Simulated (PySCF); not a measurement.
Fill in the blanks.

Species: C8H16NP.
Structure used (PBE0-D3(BJ)/def2-SVP), in Å, numbered top down from 1:
```
atom  x, y, z in Å
C1     0.8212    2.8644   -0.9308
C2     0.7255    1.5323   -0.9352
P3     0.3149    0.6098    0.5898
C4     1.8276   -0.4426    0.7217
C5     2.4696   -0.4075    1.8965
C6     2.2745   -1.2590   -0.4513
N7    -0.7584   -0.5907   -0.1332
C8    -1.0692   -1.6915    0.7512
C9    -1.9056   -0.0623   -0.8516
C10   -2.9702    0.6335   -0.0088
H11    0.6262    3.4420   -0.0206
H12    1.1027    3.4270   -1.8270
H13    0.9151    0.9665   -1.8572
H14    2.0991    0.2073    2.7226
H15    3.3845   -0.9860    2.0685
H16    1.4148   -1.7677   -0.9143
H17    2.7160   -0.6122   -1.2276
H18    3.0296   -2.0054   -0.1627
H19   -1.6134   -2.4691    0.1895
H20   -1.6850   -1.4194    1.6337
H21   -0.1408   -2.1456    1.1314
H22   -2.3616   -0.9036   -1.4051
H23   -1.5378    0.6393   -1.6179
H24   -2.5475    1.4969    0.5289
H25   -3.4080   -0.0447    0.7395
H26   -3.7900    0.9993   -0.6460
```

```csv
property,level,value
point group,PBE0-D3(BJ)/def2-SVP,?
"rotational constants A, B, C",PBE0-D3(BJ)/def2-SVP,"1.381, 0.926, 0.685 GHz"
dipole moment,PBE0/pcSseg-1,?
HOMO energy,PBE0/pcSseg-1,-5.55 eV
LUMO energy,PBE0/pcSseg-1,?
13C chemical shifts (computed TMS as zero) by class,GIAO PBE0/pcSseg-1,"159.8 (C4), 151.6 (C2), 141.7 (C1), 137.4 (C5), 48.7 (C9), 35.7 (C8), 18.1 (C6), 9.3 (C10) ppm"
1H chemical shifts (computed TMS as zero) by class,GIAO PBE0/pcSseg-1,"6.99 (H13), 6.44 (H11), 6.26 (H12), 6.16 (H14), 5.92 (H15), 2.84 (H22/H23), 2.21 (H19/H20/H21), 2.08 (H16/H17/H18), 0.93 (H24/H25/H26) ppm"
"isotropic shieldings of nuclei other than C and H, by class",GIAO PBE0/pcSseg-1,"228 (N7), 258 (P3) ppm"
```

Electronic properties: PySCF, gas phase, density fitting. NMR classes are plain means over equivalent atoms (diastereotopic ones count apart unless rotation or inversion swaps them), as if these changed places fast; in this geometry the members of some classes differ.

**Question.** The LUMO energy?

**Answer.** -0.63 eV.

**Question.** Give the point group.

**Answer.** C1.

**Question.** What is the dipole moment?

**Answer.** 0.89 D.

The dipole equals about 3.0 × 10⁻³⁰ C·m (1 D = 3.33564 × 10⁻³⁰ C·m). With B = h/(8π²I), that is 505.379 GHz u Å² over I, the principal moments of inertia are 365.9, 546.0 and 737.6 u Å² (most abundant isotopes); the inertial defect Ic − Ia − Ib is -174.3 u Å² (zero for a rigid planar frame, negative otherwise). The rotational constants make it an asymmetric top with κ = (2B − A − C)/(A − C) = -0.31, nearer the prolate limit (−1).

One conformer stands for the species.
